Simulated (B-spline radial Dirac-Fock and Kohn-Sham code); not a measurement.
## What relativity does to the binding energies of Te²⁰⁺

System: Te²⁰⁺ in the configuration [Ar] 3d10 4s2 4p2.

Both columns are ΔSCF binding energies of the configuration average from a radial B-spline solver: non-relativistic Hartree-Fock with a point nucleus, and Dirac-Fock with a finite nucleus and the Coulomb interaction alone, averaged over the two j levels with weights 2j+1.

| shell | Hartree-Fock (eV) | Dirac-Fock (eV) | shift (eV) | shift (%) |
| --- | --- | --- | --- | --- |
| 1s | 31298.2 | 32522.9 | +1224.71 | +3.91 |
| 2s | 5243.0 | 5547.5 | +304.48 | +5.81 |
| 2p | 4941.8 | 5033.1 | +91.30 | +1.85 |
| 3s | 1501.9 | 1570.1 | +68.25 | +4.54 |
| 3p | 1374.7 | 1397.5 | +22.85 | +1.66 |
| 3d | 1144.3 | 1137.8 | -6.45 | -0.56 |
| 4s | 628.6 | 647.7 | +19.07 | +3.03 |
| 4p | 584.5 | 591.2 | +6.75 | +1.16 |

Relativity binds 1s, 2s, 2p, 3s, 3p, 4s, 4p more strongly, among those listed most of all 2s in relative terms, and 3d more weakly, because the contracted s and p shells screen the nucleus better.

Values without a named source are computed, but for edge energies of neutral atoms, which are taken from tables.
